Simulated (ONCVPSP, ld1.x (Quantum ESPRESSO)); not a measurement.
Potentials for B (Z = 5) compared

Generated with ld1.x 7.5 (TM, RRKJ, ultrasoft, PAW), atompaw 4.2 or ONCVPSP 4.0.1. The cutoff is in Ry: for ld1.x and atompaw files where the sum of valence levels is converged to 10 mRy in a Bessel basis, for ONCV files where the hardest occupied wave has 1 mHa per electron of residual kinetic energy. The error is the largest all-electron minus pseudo excitation energy over each file’s own four to seven test configurations (ionisations up to +4, promotions, holes and added fractions of an electron), all of which were solved. The labels leave out finer settings (local radius, basis sizes, second energies), which also bear on the numbers. Spin-polarised tests are not counted. The rows are a selection from randomly drawn settings: files with unsolved tests, undetermined cutoffs or missed reference levels are left out.

| potential | cutoff (Ry) | largest error (meV) | bound ghosts |
| --- | --- | --- | --- |
| TM semilocal, LDA (PZ), non-relativistic, rc 1.70/1.95 (sp), local p, core correction yes, reference 2s2 2p1 | 21 | +71 | none |
| ONCV, LDA (Perdew-Zunger), scalar-relativistic, rc 1.05/2.65 (sp), local smoothed, core correction yes, reference 2s1.5 2p1.5, qcut 5.2/5.2, projectors 2/2 | 23 | +220 | none |
| TM, BLYP, scalar-relativistic, rc 1.40/2.40 (sp), local smoothed, core correction yes, reference 2s2 2p1 | 21 | +173 | none |
| PAW, PBEsol, scalar-relativistic, rc 1.75/4.20 (sp), local smoothed, core correction yes, reference 2s2 2p1 | 6 | -9.6 | none |
| RRKJ, PBEsol, non-relativistic, rc 1.45/2.55 (sp), local p, core correction no, reference 2s1 2p0 | 35 | +300 | none |
| TM semilocal, LDA (PZ), scalar-relativistic, rc 1.60/2.25/2.00 (spd), local d, core correction yes, reference 2s2 2p1 | 18 | +149 | none |
| TM, PW91, non-relativistic, rc 1.50/1.95/1.55 (spd), local s, core correction yes, reference 2s2 2p0 | 21 | +117 | none |
| TM semilocal, LDA (PZ), scalar-relativistic, rc 1.45/1.75/1.35 (spd), local s, core correction no, reference 2s2 2p1 | 25 | +123 | none |

Task: Fill in the row for B: ONCV, revPBE, scalar-relativistic, rc 1.15/1.20/1.15 (spd), local smoothed, core correction yes, reference 2s2, qcut 4.5/7.8/8, projectors 2/2/1.

Result: cutoff 25 Ry, largest error +18 meV, bound ghosts: none.
